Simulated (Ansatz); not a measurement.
Ansatz (a program for electronic structure) input (CCSD(T)/def2-QZVPPD):
A basis named .json is the Basis Set Exchange file of that set.

Ansatz 0.2 input:
```yaml
crystal:
  periodic: [false, false, false]
  atoms:
    - {symbol: Hg, position_ang: [-0.00000000, -0.00000000, -0.43084330]}
    - {symbol: Cl, position_ang: [0.00000000, 0.00000000, 2.02749787]}
basis:
  gaussian:
    orbitals: def2-QZVPPD.json
magnetization: {spin_polarized: true, initial_magnetization: 1}
correlation: {method: ccsd_t, electrons: outside_noble_gas}
```

End of the output:

```
integrals: 0.80 GiB planned
1059 factors; integrals over basis functions are off by at most 1.0e-3 eV
mean field: 0.69 GiB planned
mean field evaluation 1: about -16653.9362 eV, gradient 1.2e1 eV
mean field evaluation 2: about -16654.0746 eV, gradient 1.2e1 eV
mean field evaluation 4: about -16655.1453 eV, gradient 1.7e0 eV
mean field evaluation 8: about -16655.2188 eV, gradient 3.9e-1 eV
mean field evaluation 16: about -16655.2226 eV, gradient 1.5e-5 eV
mean field evaluation 32: about -16652.9748 eV, gradient 3.4e-3 eV
mean field evaluation 64: about -16652.9433 eV, gradient 1.3e0 eV
mean field evaluation 96: about -16651.0625 eV, gradient 1.5e-3 eV
mean field evaluation 128: about -16652.9749 eV, gradient 2.0e-3 eV
mean field evaluation 160: about -16652.9672 eV, gradient 8.2e-1 eV
mean field evaluation 192: about -16650.7850 eV, gradient 1.6e-1 eV
mean field evaluation 224: about -16650.7858 eV, gradient 1.1e-2 eV
mean field -16655.22263599 eV, -612.0681425572 hartree, gradient 1.1e-6 eV, S^2 0.773669; 3 other end points of the search recorded, 0 dependent functions left out
determinant -16655.22263599 eV, -612.0681425572 hartree, with singles and doubles -16672.34507185 eV, -612.6973804690 hartree
determinant -16652.97487417 eV, -611.9855388339 hartree, with singles and doubles -16670.24921374 eV, -612.6203591042 hartree
9 core orbitals not correlated
reference -16655.22263599 eV, -612.0681425572 hartree; 10, 9 occupied and 148, 149 virtual orbitals, 1059 factors
second order -17.56017279 eV of doubles, -0.00000000 eV of singles
coupled cluster: 1.88 GiB planned
cycle   1  -16.96324791 eV  change   -9.3e-1 eV  update   2.5e-2
cycle   2  -17.00055172 eV  change   -3.7e-2 eV  update   6.1e-3
cycle   3  -16.99995817 eV  change    5.9e-4 eV  update   2.8e-3
cycle   4  -16.99958092 eV  change    3.8e-4 eV  update   9.5e-4
cycle   5  -17.00028393 eV  change   -7.0e-4 eV  update   4.1e-4
cycle   6  -17.00049650 eV  change   -2.1e-4 eV  update   2.5e-4
cycle   7  -17.00060822 eV  change   -1.1e-4 eV  update   1.2e-4
cycle   8  -17.00073855 eV  change   -1.3e-4 eV  update   5.2e-5
cycle   9  -17.00073357 eV  change    5.0e-6 eV  update   1.9e-5
perturbative correction -0.78600026 eV, -0.0288849769 hartree
Total energy: -16673.00936982 eV, -612.7217929693 hartree
```

The spin state was set by rule; other spins were not relaxed.
